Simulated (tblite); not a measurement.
C₇H₁₂GeS.
SMILES with atom numbers: `[SH:1][C@@H:2]([C:3]#[C:4][CH2:5][GeH3:6])[CH:7]1[CH2:8][CH2:9]1` (hydrogens: H10 on S1; H11 on C2; H12, H13 on C5; H14, H15, H16 on Ge6; H17 on C7; H18, H19 on C8; H20, H21 on C9)

Computed with GFN2-xTB (tblite), gas phase: L-BFGS steps from a force-field or distance-geometry start until the largest atomic force falls under 0.01 eV/Å.

Step 7: E = -712.2798 eV
```
atom  x, y, z in Å  |  force x, y, z in eV/Å
S1      1.7767   -2.4885    0.7935   -0.028  -0.016   0.009
C2      1.2516   -0.9246   -0.0758    0.056   0.081  -0.084
C3     -0.1761   -0.9139   -0.2805   -0.036  -0.011   0.033
C4     -1.3664   -0.9490   -0.4352    0.110   0.013   0.019
C5     -2.7939   -0.9022   -0.6157    0.014  -0.127  -0.020
Ge6    -3.5032    0.8612   -0.0955    0.015  -0.014   0.003
C7      1.7174    0.2803    0.7004    0.027   0.027   0.040
C8      3.1154    0.7785    0.5006    0.034   0.044  -0.027
C9      1.9616    1.5483   -0.0628    0.045  -0.011  -0.044
H10     1.3863   -3.2914   -0.1978    0.005   0.001   0.066
H11     1.7686   -0.9467   -1.0385    0.011  -0.043  -0.094
H12    -3.0416   -1.1126   -1.6571   -0.007  -0.018  -0.085
H13    -3.2559   -1.6776   -0.0030   -0.049  -0.064   0.046
H14    -3.1790    1.1260    1.3310   -0.009   0.076   0.072
H15    -2.8831    1.9206   -0.9360   -0.001   0.097  -0.013
H16    -4.9836    0.8903   -0.2773   -0.073   0.039  -0.001
H17     1.2940    0.3692    1.6906   -0.076  -0.059   0.057
H18     3.7501    0.2392   -0.1852    0.038  -0.017  -0.008
H19     3.6444    1.1972    1.3426   -0.011  -0.056   0.031
H20     1.8101    1.5247   -1.1313   -0.020   0.037  -0.021
H21     1.6974    2.4880    0.3938   -0.046   0.021   0.021
```

Step 8: E = -712.2826 eV
```
atom  x, y, z in Å  |  force x, y, z in eV/Å
S1      1.7759   -2.4889    0.7934   -0.010   0.029   0.047
C2      1.2526   -0.9243   -0.0767    0.058   0.102  -0.095
C3     -0.1760   -0.9128   -0.2793   -0.053  -0.017   0.017
C4     -1.3666   -0.9496   -0.4348    0.174   0.000   0.021
C5     -2.7932   -0.9065   -0.6171   -0.007  -0.046   0.013
Ge6    -3.5026    0.8598   -0.0956    0.014  -0.006   0.003
C7      1.7185    0.2817    0.7011   -0.009  -0.032   0.019
C8      3.1166    0.7788    0.5002    0.052   0.045  -0.028
C9      1.9618    1.5493   -0.0638    0.045   0.011  -0.028
H10     1.3865   -3.2912   -0.1951   -0.013  -0.030   0.022
H11     1.7695   -0.9472   -1.0412   -0.013  -0.038  -0.048
H12    -3.0412   -1.1134   -1.6583   -0.009  -0.034  -0.097
H13    -3.2564   -1.6790   -0.0024   -0.052  -0.082   0.043
H14    -3.1800    1.1293    1.3319   -0.010   0.063   0.052
H15    -2.8843    1.9233   -0.9350   -0.005   0.075  -0.005
H16    -4.9840    0.8924   -0.2769   -0.061   0.033  -0.001
H17     1.2902    0.3649    1.6918   -0.031  -0.036   0.002
H18     3.7544    0.2381   -0.1847   -0.016   0.013   0.021
H19     3.6469    1.1943    1.3442   -0.034  -0.047   0.001
H20     1.8079    1.5282   -1.1335   -0.003   0.018   0.030
H21     1.6947    2.4899    0.3925   -0.018  -0.020   0.011
```

Step 9: E = -712.2849 eV
```
atom  x, y, z in Å  |  force x, y, z in eV/Å
S1      1.7749   -2.4887    0.7941    0.003   0.070   0.059
C2      1.2545   -0.9222   -0.0792    0.038   0.065  -0.066
C3     -0.1752   -0.9121   -0.2776   -0.006  -0.013   0.001
C4     -1.3654   -0.9500   -0.4342    0.112  -0.019   0.007
C5     -2.7926   -0.9117   -0.6182   -0.012   0.014   0.027
Ge6    -3.5017    0.8584   -0.0956    0.005   0.005   0.004
C7      1.7193    0.2826    0.7021    0.011  -0.023  -0.043
C8      3.1187    0.7798    0.4992   -0.013   0.036  -0.015
C9      1.9627    1.5508   -0.0650    0.046  -0.020   0.020
H10     1.3865   -3.2916   -0.1920   -0.025  -0.047  -0.005
H11     1.7701   -0.9484   -1.0450   -0.022  -0.024  -0.017
H12    -3.0409   -1.1147   -1.6611    0.003  -0.042  -0.056
H13    -3.2577   -1.6818   -0.0011   -0.033  -0.072   0.015
H14    -3.1812    1.1335    1.3339   -0.013   0.046   0.019
H15    -2.8855    1.9273   -0.9343   -0.013   0.042   0.010
H16    -4.9857    0.8949   -0.2766   -0.029   0.027   0.002
H17     1.2861    0.3602    1.6929    0.012  -0.015  -0.047
H18     3.7579    0.2374   -0.1839   -0.042   0.025   0.025
H19     3.6485    1.1908    1.3457   -0.034  -0.023  -0.006
H20     1.8059    1.5316   -1.1351    0.010   0.001   0.056
H21     1.6919    2.4908    0.3916    0.004  -0.031   0.011
```

Step 10: E = -712.2862 eV
```
atom  x, y, z in Å  |  force x, y, z in eV/Å
S1      1.7743   -2.4874    0.7953    0.002   0.071   0.034
C2      1.2561   -0.9199   -0.0816    0.019   0.012  -0.030
C3     -0.1740   -0.9120   -0.2765    0.018  -0.004  -0.012
C4     -1.3638   -0.9505   -0.4340    0.030  -0.029  -0.004
C5     -2.7922   -0.9146   -0.6185   -0.006   0.022   0.021
Ge6    -3.5013    0.8580   -0.0955   -0.005   0.009   0.004
C7      1.7203    0.2829    0.7019    0.004  -0.020  -0.052
C8      3.1194    0.7810    0.4985   -0.009   0.008   0.004
C9      1.9640    1.5512   -0.0653    0.014   0.007   0.030
H10     1.3861   -3.2925   -0.1903   -0.020  -0.035   0.007
H11     1.7702   -0.9496   -1.0477   -0.015  -0.013  -0.017
H12    -3.0407   -1.1161   -1.6633    0.016  -0.038  -0.001
H13    -3.2591   -1.6845   -0.0002   -0.008  -0.044  -0.014
H14    -3.1820    1.1366    1.3354   -0.016   0.036  -0.003
H15    -2.8864    1.9303   -0.9338   -0.019   0.020   0.019
H16    -4.9872    0.8967   -0.2764   -0.003   0.022   0.005
H17     1.2842    0.3575    1.6926    0.034  -0.007  -0.072
H18     3.7590    0.2374   -0.1831   -0.042   0.025   0.016
H19     3.6485    1.1886    1.3465   -0.026  -0.004   0.001
H20     1.8051    1.5333   -1.1349    0.017  -0.007   0.050
H21     1.6906    2.4907    0.3914    0.015  -0.032   0.015
```

Question: Estimate the geometry and energy of step 11. (The exact step hangs on the optimiser's Hessian estimate; all steps are aligned on step 10, rigid shifts and turns removed.)

Answer: E = -712.2871 eV, largest force 0.073 eV/Å
```
atom  x, y, z in Å  |  force x, y, z in eV/Å
S1      1.7738   -2.4854    0.7966   -0.003   0.049   0.002
C2      1.2574   -0.9181   -0.0837    0.000  -0.035  -0.009
C3     -0.1728   -0.9120   -0.2761    0.026   0.003  -0.022
C4     -1.3623   -0.9515   -0.4339   -0.035  -0.030  -0.010
C5     -2.7920   -0.9163   -0.6183    0.004   0.011   0.012
Ge6    -3.5011    0.8580   -0.0953   -0.010   0.006   0.003
C7      1.7209    0.2828    0.7008    0.008  -0.002  -0.052
C8      3.1198    0.7819    0.4981   -0.015  -0.010   0.019
C9      1.9651    1.5517   -0.0649   -0.006   0.008   0.028
H10     1.3856   -3.2936   -0.1887   -0.010  -0.011   0.033
H11     1.7699   -0.9506   -1.0498   -0.003  -0.006  -0.028
H12    -3.0401   -1.1178   -1.6647    0.025  -0.029   0.041
H13    -3.2600   -1.6871    0.0000    0.013  -0.015  -0.035
H14    -3.1829    1.1394    1.3362   -0.017   0.028  -0.014
H15    -2.8874    1.9326   -0.9330   -0.020   0.008   0.022
H16    -4.9881    0.8983   -0.2761    0.012   0.018   0.006
H17     1.2836    0.3555    1.6909    0.036  -0.001  -0.064
H18     3.7589    0.2379   -0.1821   -0.023   0.014  -0.008
H19     3.6481    1.1869    1.3469   -0.014   0.013   0.020
H20     1.8048    1.5344   -1.1337    0.020  -0.010   0.024
H21     1.6899    2.4899    0.3914    0.014  -0.009   0.031
```

The energy changes by -0.0009 eV. The first-order estimate −F·Δx gives -0.0012 eV and the mean of the old and new forces, exact on a quadratic surface, -0.0009 eV. The step makes an angle of 48° with the force vector and moves no atom by more than 0.003 Å.

The cost below is that of the whole relaxation. The run took 0.59 s wall on one thread, Arm Neoverse V1 (aarch64), shared host.
